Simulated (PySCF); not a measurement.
# Correlation energy of Rb³⁺ (rubidium, charge +3)

[Ar] 3d10 4s2 4p4, high-spin 3P determinant. Calculation: PySCF 2.14, in Sapporo-DKH3-DZP-2012; scalar relativity by spin-free X2C-1e. Frozen: [Ar] 3d10 4s2; 4 electrons correlated.

Total MP2 correlation energy: -41.20 mhartree.

Same-spin part -16.34 and opposite-spin part -24.86 mhartree; SCS-MP2 scales them by 1/3 and 6/5 to -35.28 mhartree.

| level | correlation energy (mhartree) |
| --- | --- |
| CCSD | -50.14 |
| (T) | -0.03 |
| CCSD(T) | -50.17 |

Diagnostics: T1 = 0.00044, D1 = 0.0010, largest double amplitude 0.053.

Cost of the coupled-cluster step: 0.14 s of wall time on 1 thread of Neoverse-V1 (shared host), for 4 correlated electrons.
